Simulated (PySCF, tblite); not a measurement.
Isomers of C5H7FNS (doublet state). All values are computed: GFN2-xTB (tblite) harmonic vibrations without scaling, gas phase. This tight-binding method is rough: wavenumbers can miss measured ones by several per cent, in bad cases by 10 to 20. One conformer each. Open shells enter through the occupations alone, without spin polarisation, and single modes of such species can be off by tens of per cent.

Electronic energies: B3LYP/pcH-1 single points on the GFN2-xTB geometries (PySCF, gas phase).

```tsv
SMILES	electronic energy, lowest = 0 (kJ/mol)
C=NC[C]1C[C@@H](F)S1	34.3
C=NC[C@@H]1C[C](F)S1	40.5
C=N[CH][C@@H]1C[C@H](F)S1	0.0
[H]/[C]=N\C[C@@H]1C[C@H](F)S1	78.0
```

Question: How do GFN2-xTB zero-point energies change the relative energies?

Answer: 
| SMILES | ZPE (kJ/mol) | of it from modes above 1550 cm⁻¹ | electronic (kJ/mol) | with ZPE, lowest = 0 (kJ/mol) | lowest mode (cm⁻¹) | rings |
| --- | --- | --- | --- | --- | --- | --- |
| C=N[CH][C@@H]1C[C@H](F)S1 | 286.2 | 135.7 | 0.0 | 0.0 | 5 | 1 |
| C=NC[C]1C[C@@H](F)S1 | 286.7 | 133.5 | 34.3 | 34.8 | 43 | 1 |
| C=NC[C@@H]1C[C](F)S1 | 288.5 | 133.9 | 40.5 | 42.8 | 51 | 1 |
| [H]/[C]=N\C[C@@H]1C[C@H](F)S1 | 286.2 | 135.6 | 78.0 | 78.1 | 27 | 1 |

The zero-point energies span 2.3 kJ/mol, from `C=N[CH][C@@H]1C[C@H](F)S1` to `C=NC[C@@H]1C[C](F)S1`. The order is unchanged.

Question: And how do the electronic energies of GFN2-xTB itself compare?

Answer: `C=N[CH][C@@H]1C[C@H](F)S1` 0.0; `C=NC[C]1C[C@@H](F)S1` 52.3; `C=NC[C@@H]1C[C](F)S1` 59.5; `[H]/[C]=N\C[C@@H]1C[C@H](F)S1` 91.4 kJ/mol, lowest = 0. Against the energies above, taken from the same isomer `C=N[CH][C@@H]1C[C@H](F)S1`, the largest difference is 19.0 kJ/mol.

Question: What do entropy and thermal enthalpy add at 298.15 K and 1 bar (rigid rotor, harmonic oscillator, one conformer each)?

Answer: 
```
                       SMILES  point group  symmetry number  S (J/(mol K))  H − H(0) (kJ/mol)  ZPE + H − H(0) − TS (kJ/mol)
         C=NC[C]1C[C@@H](F)S1           C1                1          398.3              25.15                         193.1
         C=NC[C@@H]1C[C](F)S1           C1                1          394.3              24.88                         195.8
[H]/[C]=N\C[C@@H]1C[C@H](F)S1           C1                1          393.8              24.83                         193.7
```

S holds R ln(2S + 1) for the spin.

Not tabulated: `C=N[CH][C@@H]1C[C@H](F)S1` (lowest mode only 5 cm⁻¹).
